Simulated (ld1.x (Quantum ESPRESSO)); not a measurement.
## boron: one change to a TM potential, before and after

* Element: B (Z = 5)
* Generator: ld1.x (Quantum ESPRESSO) 7.5
* Type: norm-conserving Troullier–Martins (Kleinman–Bylander form)
* Functional: PBE
* Relativity: scalar-relativistic
* Frozen core: [He]
* Valence charge: 3
* Reference configuration: 2s1.5 2p1.5
* Partial waves: 2s (bound): rc 1.45 bohr; 2p (bound): rc 2.60 bohr; 3d channel at 0.35 Ry: rc 2.05 bohr
* Local potential: all-electron potential smoothed inside 1.55 bohr (lloc = -2)
* Core correction: none

All-electron outer shells of the reference configuration (PBE, scalar-relativistic, ld1.x):

| shell | level (eV) | outermost node (bohr) | outermost maximum (bohr) |
| --- | --- | --- | --- |
| 1s | -181.19 | – | 0.21 |
| 2s | -9.69 | 0.46 | 1.52 |
| 2p | -3.84 | – | 1.57 |

Change: local potential all-electron potential smoothed inside 3.08 bohr (lloc = -2).

Cutoffs: the cutoffs (Ry, on a coarse ladder) from which the occupation-weighted sum of valence levels, in a spherical-Bessel basis at the reference potential, stays within 10 and 1 mRy of its value at 400 Ry; they do not see the model core or the augmentation charge, which bear on the density cutoff. Errors are all-electron minus pseudo energies relative to the spin-unpolarised reference configuration.

Problem. Predict the effect on cutoff, ghosts and configuration errors.

Solution. The potential gets neither clearly harder nor softer (18 Ry and 50 Ry → 18 Ry and 50 Ry); of the 7 tests that both files solve, the error grows in 2 and shrinks in 0 by more than 15 % and 0.3 meV (median size 3.2 → 14.6 meV); neither file shows a bound ghost.

```tsv
quantity	base	changed
cutoff, loose	18 Ry	18 Ry
cutoff, tight	50 Ry	50 Ry
bound ghosts	none	none
error for 2s2 2p1, meV [ΔE -2.92 eV]	-1.1	-1.2
error for 2s2 2p0, meV [ΔE 5.30 eV]	+78	+78
error for 2s1 2p0, meV [ΔE 30.72 eV]	+262	+263
error for 2s1 2p1, meV [ΔE 11.44 eV]	-1.1	-15
error for 2s2 2p1.3, meV [ΔE -3.66 eV]	-3.2	-4.5
error for 2s1 2p2, meV [ΔE 2.93 eV]	-1.3	-1.4
error for 2s0 2p3, meV [ΔE 8.80 eV]	-18	-19
```
